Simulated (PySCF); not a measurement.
## State search for GaP

Unrestricted PBE0; Ga cc-pVDZ-PP with ECP10, P cc-pV(D+d)Z; scalar-relativistic core potentials (PySCF 2.14). Outer shells of the fragments: Ga 3d10 4s2 4p1; P 3s2 3p3.

Followed along the bond (rough minima from three points):

| 2Ms+1 | unpaired | ⟨S²⟩ at the start | R at minimum (Å) | Te (eV) |
| --- | --- | --- | --- | --- |
| 3 | π ↑↑ | 2.01 | 2.48 | 0.00 |
| 3 | σ ↑, π ↑ | 2.01 | 2.26 | 0.13 |
| 1 | σ ↓, π ↑ | 1.02 | 2.24 | 0.32 |
| 1 | π ↑↓ | 1.01 | 2.48 | 0.33 |
| 1 | none | 0.00 | none in the scan | ≤ 1.12 |

Solutions found at the starting distance of 2.270 Å, counted from the lowest of them; the search is not exhaustive and high or unbound solutions are not listed, so other states can lie among these:

```
2Ms+1    unpaired   term  E (eV)  ⟨S²⟩  ⟨Lz²⟩  μ (D)
    3    σ ↑, π ↑     ³Π    0.00  2.01   1.02  -2.21
    3        π ↑↑    ³Σ⁻    0.05  2.01   0.00  -0.46
    1    σ ↓, π ↑  mixed    0.19  1.02   1.02  -2.27
    1        π ↑↓  mixed    0.37  1.01   2.02  -0.39
    1        none    ¹Σ⁺    1.19  0.00   0.00  -3.44
    1        none  mixed    1.40  0.00   2.00  -0.08
    5  σ ↑, π ↑↑↑     ⁵Π    2.12  6.01   1.00   0.81
    3  σ ↑, π ↑↑↓  mixed    2.66  3.02   3.02   0.75
    3  σ ↓, π ↑↑↑  mixed    2.78  3.02   1.00   1.04
    1  σ ↑, π ↑↓↓  mixed    2.99  2.02   3.03   1.10
    3        π ↑↑  mixed    3.26  2.02   2.01  -1.21
    3        π ↑↑  mixed    3.60  2.02   2.01  -1.38
    5  σ ↑↑, π ↑↑    ⁵Σ⁻    4.83  6.00   0.00   2.11
    5  σ ↑↑, π ↑↑  mixed    5.40  6.01   2.01  -0.73
```

A term symbol is given only where ⟨S²⟩ and ⟨Lz²⟩ are close to those of a pure state; real π, δ and φ orbitals otherwise mix terms. A positive dipole means Ga(−)P(+).

Q: Compare the gap between the two lowest followed solutions at the starting distance with the gap between their minima.

A: At PBE0 the second solution (triplet, unpaired electrons σ ↑, π ↑) lies -0.05 eV from the first (triplet, unpaired electrons π ↑↑) at 2.270 Å and +0.13 eV at the minima; the two curves relax by different amounts, since their minima lie near 2.26 and 2.48 Å.

Spin–orbit coupling is left out.
